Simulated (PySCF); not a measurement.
HSi(GeH3)3.
Bonds: Si1–Ge2, Si1–Ge3, Si1–Ge4. Hydrogens: H5 on Si1; H6, H7, H8 on Ge2; H9, H10, H11 on Ge3; H12, H13, H14 on Ge4.

Computed, not measured: PBE0-D3(BJ)/def2-SVP geometry optimisation, gas phase (PySCF).

List the bond lengths and angles at this level.

```tsv
bond	length (Å)
Si1–Ge2, Si1–Ge3, Si1–Ge4	2.384
Si1–H5	1.498
Ge2–H6 and 8 like bonds	1.541
```

Bonds in one row agree within 0.01 Å and their mean is given. A selection of angles:
```tsv
angle	degrees
Ge2–Si1–Ge3	109.6
Ge2–Si1–H5	109.2
Si1–Ge2–H6	110.5
Si1–Ge2–H8	109.6
H6–Ge2–H7	108.7
H9–Ge3–H10	108.5
```

Ge2 (germanium bonded to Si and 3 H) is tetrahedral (angles from 108.6° to 110.9°). Si1 (silicon bonded to 3 Ge and H) is tetrahedral (angles from 109.2° to 109.8°). All 3 Ge–Si bonds measure 2.383 to 2.384 Å.

Point group: near C3v, missed by 0.12 Å at most; the miss may be what the optimiser left on a soft mode (Cs holds within 0.08 Å). No PBE0-D3(BJ)/def2-SVP frequencies stand behind this structure, so it isn't proved a minimum.
